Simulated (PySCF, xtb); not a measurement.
Mo(O)(NH)(NH2)(SH) (H4MoN2OS), SMILES [NH]=[Mo]([NH2])(=[O])[SH], multiplicity 1.

GFN2-xTB in xtb 6.7.1 at its own geometry gives an orbital gap of 3.06 eV and a dipole moment of 4.15 D.

Geometry optimised at B3LYP-D3(BJ)/def2-SVP. The multiplicity is an assumed one; no other spin state was optimised. The structure was generated by enumeration; whether it is a known compound was not checked. The def2 effective core potentials stand for the cores of Mo; spin–orbit coupling is left out. One conformer was computed; it need not be the lowest.

**Question.** What does PBE0/def2-TZVP (PySCF) give? (Estimate from the structure and the level; the computed values follow.)

**Answer.** gap 5.30 eV (levels -7.35 and -2.05 eV), dipole 2.59 D.
